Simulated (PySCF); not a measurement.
Gas-phase reaction: Ge₂O₂ + 5 Cl₂ ⇌ 2 GeCl₄ + 2 ClO

Method: PySCF energies (xtb for GFN2) plus ideal-gas RRHO corrections (1 bar). † marks an energy on the PBE0/def2-TZVP geometry and frequencies; other levels use their own. 6-31G* has spherical d functions here. Open shells (unrestricted): ClO (multiplicity 2, electronic degeneracy 4); the rest are closed-shell singlets. GFN2 has no spin-polarisation term. Spin-orbit splitting is ignored; it lowers the true energy and changes the entropy of ClO. B3LYP is the form with VWN-RPA correlation. Ge: all electrons, no relativistic terms. Ge₂O₂: computed as isolated molecules; such fragments, hydroxides, amides, oligomers or adducts are transient or little studied in the gas. The harmonic model lacks anharmonicity and excited electronic states, which grow with temperature; levels with a mode under 35 cm⁻¹ are left out.

ΔH° and ΔS° at 298 K: B3LYP/6-31G* -548 kJ, -261 J/K; BLYP/def2-TZVP† -441 kJ, -260 J/K; GFN2-xTB -153 kJ, -245 J/K; PBE/def2-TZVP† -513 kJ, -260 J/K; r2SCAN/def2-TZVP† -625 kJ, -260 J/K; ωB97M-V/def2-TZVP† -544 kJ, -260 J/K.

Q: With the heat capacities included, give log10 K (1 bar) at 600, 800, 1000, 1400, 2000 K from B3LYP/6-31G*, BLYP/def2-TZVP†, GFN2-xTB, PBE/def2-TZVP†, r2SCAN/def2-TZVP†, ωB97M-V/def2-TZVP†.

A: 
```json
[
 {"T (K)": "600", "B3LYP/6-31G*": "34.3", "BLYP/def2-TZVP†": "25.0", "GFN2-xTB": "0.7", "PBE/def2-TZVP†": "31.3", "r2SCAN/def2-TZVP†": "41.0", "ωB97M-V/def2-TZVP†": "34.0"},
 {"T (K)": "800", "B3LYP/6-31G*": "22.5", "BLYP/def2-TZVP†": "15.6", "GFN2-xTB": "-2.4", "PBE/def2-TZVP†": "20.3", "r2SCAN/def2-TZVP†": "27.6", "ωB97M-V/def2-TZVP†": "22.3"},
 {"T (K)": "1000", "B3LYP/6-31G*": "15.5", "BLYP/def2-TZVP†": "10.0", "GFN2-xTB": "-4.3", "PBE/def2-TZVP†": "13.8", "r2SCAN/def2-TZVP†": "19.6", "ωB97M-V/def2-TZVP†": "15.4"},
 {"T (K)": "1400", "B3LYP/6-31G*": "7.6", "BLYP/def2-TZVP†": "3.7", "GFN2-xTB": "-6.3", "PBE/def2-TZVP†": "6.4", "r2SCAN/def2-TZVP†": "10.6", "ωB97M-V/def2-TZVP†": "7.5"},
 {"T (K)": "2000", "B3LYP/6-31G*": "1.8", "BLYP/def2-TZVP†": "-0.9", "GFN2-xTB": "-7.7", "PBE/def2-TZVP†": "1.0", "r2SCAN/def2-TZVP†": "3.9", "ωB97M-V/def2-TZVP†": "1.8"}
]
```
